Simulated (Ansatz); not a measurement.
Input file for C4H10Mg, SMILES `C[CH2][Mg][CH2]C`:

```yaml
crystal:
  periodic: [false, false, false]
  atoms:
    - {symbol: C, position_ang: [0.446976, 2.056507, 1.918572]}
    - {symbol: C, position_ang: [1.170797, 0.717342, 1.755185]}
    - {symbol: Mg, position_ang: [0.509449, -0.511828, 0.178600]}
    - {symbol: C, position_ang: [-0.168062, -1.724871, -1.403596]}
    - {symbol: C, position_ang: [-1.340121, -1.177383, -2.222454]}
    - {symbol: H, position_ang: [-0.624382, 1.924959, 2.101788]}
    - {symbol: H, position_ang: [0.835534, 2.650650, 2.755101]}
    - {symbol: H, position_ang: [0.534949, 2.682903, 1.024949]}
    - {symbol: H, position_ang: [1.097458, 0.145528, 2.689769]}
    - {symbol: H, position_ang: [2.246017, 0.896547, 1.622587]}
    - {symbol: H, position_ang: [-0.436524, -2.706925, -0.992139]}
    - {symbol: H, position_ang: [0.681455, -1.925439, -2.069850]}
    - {symbol: H, position_ang: [-1.100197, -0.218458, -2.693174]}
    - {symbol: H, position_ang: [-1.646684, -1.853184, -3.030585]}
    - {symbol: H, position_ang: [-2.228465, -1.007248, -1.605553]}
basis:
  gaussian: {orbitals: def2-SVP}
correlation: {method: ccsd_t}
```

```sh
$ ansatz run in.yaml --threads 2 --pin off --events-out ev --progress --plain --max-ram 22528MiB --backend cuda --devices 0, --max-vram 18GiB
```

Output of Ansatz, abridged:

```
Functional definition: HF
1256 factors; integrals over basis functions are off by at most 1.3e-3 eV
mean field evaluation 1: about -9701.9435 eV, gradient 3.6e1 eV
mean field evaluation 2: about -9701.9575 eV, gradient 3.6e1 eV
mean field evaluation 4: about -9705.6773 eV, gradient 3.4e0 eV
mean field evaluation 8: about -9705.7214 eV, gradient 8.0e-5 eV
mean field -9705.72141215 eV, -356.6786831224 hartree, gradient 8.0e-7 eV, S^2 0.000000; 0 other end points of the search recorded, 0 dependent functions left out
5 core orbitals not correlated: weight in the atoms' cores, before any rotation towards them, 1.000 or more for the frozen orbitals, at most 0.000 for the correlated occupied ones
reference -9705.72141215 eV, -356.6786831224 hartree; 18, 18 occupied and 101, 101 virtual orbitals, 1256 factors
second order -17.10867937 eV of doubles, -0.00000000 eV of singles
cycle   1  -18.28296402 eV  change    -1.2e0 eV  update   8.5e-2
cycle   2  -18.77651571 eV  change   -4.9e-1 eV  update   2.7e-2
cycle   3  -18.84546406 eV  change   -6.9e-2 eV  update   1.0e-2
cycle   4  -18.84589748 eV  change   -4.3e-4 eV  update   3.5e-3
cycle   5  -18.84534482 eV  change    5.5e-4 eV  update   1.5e-3
cycle   6  -18.84490308 eV  change    4.4e-4 eV  update   5.2e-4
cycle   7  -18.84477779 eV  change    1.3e-4 eV  update   1.6e-4
cycle   8  -18.84476445 eV  change    1.3e-5 eV  update   5.6e-5
cycle   9  -18.84474763 eV  change    1.7e-5 eV  update   1.3e-5
perturbative correction -0.55048113 eV, -0.0202298085 hartree
Total energy: -9725.11664092 eV, -357.3914446330 hartree
```

It took 5.5 s on 2 threads of an AMD EPYC 7R13 on a shared host and a share of an NVIDIA H100 80 GB, with 0.81 GiB of host memory at the peak.

The correlation energy is -19.395 eV, 2.8 % of it from (T); the T1 diagnostic reads 0.0085.
